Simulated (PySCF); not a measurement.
Exercise with solution: entropy of an ideal gas

F4S, SMILES FS(F)(F)F (connectivity only; charge and spin as stated), charge -1, multiplicity 2.

Geometry: PBE0-D3(BJ)/def2-SVPD. The spin state was assumed, not searched.

PBE0-D3(BJ)/def2-SVPD in PySCF 2.14.0 gives the harmonic wavenumbers 167, 184, 230, 322, 403, 438, 499, 608, 759 cm⁻¹ and the rotational temperatures 0.2461, 0.1570, 0.1358 K. The molar mass is 108.05 g/mol, the symmetry number 1, the spin multiplicity 2.

Question: Work out the entropy at 298.15 K and 1 atm in the rigid-rotor, harmonic-oscillator model.

Answer: 
Translation (Sackur–Tetrode at 1 atm): S = R[1.5 ln M + 2.5 ln T − 1.16487] = 167.1 J/(mol K).
Rotation: q = (√π/σ) T^1.5/√(θA θB θC) = 126000, S = R[ln q + 3/2] = 110.1 J/(mol K).
Vibration: with u = 1.4388 ν/T, each mode gives R[u/(e^u − 1) − ln(1 − e^−u)]:
```tsv
ν (cm⁻¹)	modes	u	S (J/(mol K))
167	1	0.81	10.33
184	1	0.89	9.57
230	1	1.11	7.86
322	1	1.55	5.44
403	1	1.94	3.98
438	1	2.11	3.48
499	1	2.41	2.76
608	1	2.93	1.82
759	1	3.66	1.02
```
These are all the modes. Sum 46.3 J/(mol K).
Spin: R ln 2 = 5.8 J/(mol K).
Total 329.3 J/(mol K); the program's own thermochemistry gives 329.3. Translation makes up 51 % and vibration 14 %. Anharmonicity, hindered rotation and orbital degeneracy are left out.
